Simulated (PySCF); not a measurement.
CH₃F₄NSi.
Atom-mapped SMILES: `[NH2:1][Si@H:2]([F:3])[C:4]([F:5])([F:6])[F:7]` (hydrogens: H8, H9 on N1; H10 on Si2)

A GFN2-xTB structure with every atom displaced at random (by about 0.01 Å) was refined with PySCF, PBE0-D3(BJ)/def2-SVP geometry optimisation, gas phase. Values at the start:

| coordinate | start |
| --- | --- |
| N1–Si2 | 1.669 Å |
| N1–H8 | 1.014 Å |
| Si2–F3 | 1.598 Å |
| Si2–C4 | 1.979 Å |
| Si2–H10 | 1.440 Å |
| C4–F5 | 1.333 Å |
| C4–F6 | 1.339 Å |
| N1–Si2–F3 | 107.1° |
| N1–Si2–C4 | 102.9° |
| Si2–C4–F5 | 111.5° |
| Si2–C4–F6 | 112.5° |
| F3–Si2–C4 | 108.2° |
| F5–C4–F6 | 108.3° |
| N1–Si2–C4–F5 | -167° |

**Question.** How do these coordinates change at the PBE0-D3(BJ)/def2-SVP level?

**Answer.** 
```json
{"coordinate": "Si2–C4", "PBE0-D3(BJ)/def2-SVP (Å or °)": "1.923", "change": "-0.056"}
{"coordinate": "Si2–H10", "PBE0-D3(BJ)/def2-SVP (Å or °)": "1.479", "change": "+0.039"}
{"coordinate": "Si2–F3", "PBE0-D3(BJ)/def2-SVP (Å or °)": "1.625", "change": "+0.027"}
{"coordinate": "N1–Si2", "PBE0-D3(BJ)/def2-SVP (Å or °)": "1.694", "change": "+0.025"}
{"coordinate": "C4–F6", "PBE0-D3(BJ)/def2-SVP (Å or °)": "1.348", "change": "+0.009"}
{"coordinate": "C4–F5", "PBE0-D3(BJ)/def2-SVP (Å or °)": "1.337", "change": "+0.004"}
{"coordinate": "N1–H8", "PBE0-D3(BJ)/def2-SVP (Å or °)": "1.012", "change": "-0.002"}
{"coordinate": "N1–Si2–F3", "PBE0-D3(BJ)/def2-SVP (Å or °)": "115.5", "change": "+8.4"}
{"coordinate": "F3–Si2–C4", "PBE0-D3(BJ)/def2-SVP (Å or °)": "104.1", "change": "-4.1"}
{"coordinate": "N1–Si2–C4", "PBE0-D3(BJ)/def2-SVP (Å or °)": "106.0", "change": "+3.1"}
{"coordinate": "Si2–C4–F6", "PBE0-D3(BJ)/def2-SVP (Å or °)": "110.6", "change": "-1.9"}
{"coordinate": "Si2–C4–F5", "PBE0-D3(BJ)/def2-SVP (Å or °)": "113.1", "change": "+1.6"}
{"coordinate": "F5–C4–F6", "PBE0-D3(BJ)/def2-SVP (Å or °)": "107.3", "change": "-1.0"}
{"coordinate": "N1–Si2–C4–F5", "PBE0-D3(BJ)/def2-SVP (Å or °)": "164", "change": "-29"}
```

The energy falls by 5.1 kcal/mol over 22 energy and gradient evaluations, the largest force component goes from 0.0346 to 2.4e-04 Eh/bohr, and the atoms move by 0.531 Å rms after alignment. The bond that changes most is Si2–C4 (fluorine-bound silicon to CF3 carbon), which shortens by 0.056 Å. Bonds longer at the end by more than 0.005 Å: 4 of 9; shorter: 1. Among the dihedrals that turn most is H9–N1–Si2–C4, from 42° to -43°. Rotational constants go from 3106, 1655, 1413 to 2972, 1732, 1433 MHz.

The run used 117 basis functions and 146 SCF cycles in all. Hardware: Arm Neoverse V1, one thread, shared host with 32 logical CPUs at a one-minute load of 33. Cost: 2.0 min, 0.50 GiB resident at most.

No PBE0-D3(BJ)/def2-SVP frequencies stand behind this structure, so it isn't proved a minimum. The numbers are those of one conformer.
